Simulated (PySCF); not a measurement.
**Heteronuclear NMR**

Atoms are numbered as in `[OH:1][B:2]([OH:3])[C@H:4]1[CH:5]=[N:6]1`; H(Xn) means a hydrogen on atom n.

- J: B3LYP/pcJ-1 (spin–dipole term only in couplings to heteroatoms)
- geometry from PBE0-D3(BJ)/def2-SVP
- shieldings: GIAO PBE0/pcSseg-1
- code: PySCF 2.14.0 with density-fitted response routines
- a single conformation, gas phase, non-relativistic, averaged over atoms made equivalent by symmetry, fast rotation or ring inversion

**Question.** Predict the $^{15}$N NMR data.

**Answer.** 
```tsv
atoms	environment	σ (ppm)	δ (ppm)
N6	imine nitrogen	-70.4	-86.0
```

Shieldings were converted by a linear fit to measured shifts: $^{15}$N (scatter 7.2 ppm rms vs CH3NO2, solution or neat liquid). Occasional misses reach two or three times the rms, and more in compound classes unlike the fitted ones. Couplings are scaled by factors fitted to measured values: $^{3}J$(H,H) × 0.91 (rms 0.4 Hz, 0.5 with 2 outliers); all others are unscaled and can be 10–30 % off.

Couplings (the largest are listed; each averaged over equivalent pairs): $^{1}J$(C4,N6) = 12.3 Hz, $^{1}J$(C5,N6) = 6.7 Hz, $^{2}J$(N6,H(C5)) = -7.3 Hz, $^{2}J$(N6,H(C4)) = -3.5 Hz, $^{2}J$(B2,N6) = -1.4 Hz. Signs are for $^{15}$N, whose magnetogyric ratio is negative.

On a 600 MHz spectrometer $^{15}$N resonates near 60.8 MHz, so 1 ppm is 60.8 Hz.

**Question.** Where does $^{17}$O resonate?

**Answer.** 
```tsv
atoms	environment	σ (ppm)	δ (ppm)
O1/O3	oxygen bonded to B, H	214.7	72.6
```

Shieldings were converted by a linear fit to measured shifts: $^{17}$O (scatter 13.4 ppm rms, 14.2 ppm with the 1 outlier that the fit left out vs liquid water, solution or neat liquid). A few per cent of atoms miss by over 2 rms, more outside the fitted compound classes. Couplings are scaled by factors fitted to measured values: $^{3}J$(H,H) × 0.91 (rms 0.4 Hz, 0.5 with 2 outliers); all others are unscaled and can be 10–30 % off.

Couplings (the largest are listed; each averaged over equivalent pairs; quadrupolar broadening usually hides them): $^{1}J$(O1,B2) = -4.3 Hz, $^{2}J$(O1,C4) = -19.7 Hz, $^{3}J$(O1,H(C4)) = -2.6 Hz.

On a 400 MHz spectrometer $^{17}$O resonates near 54.2 MHz, so 1 ppm is 54.2 Hz.
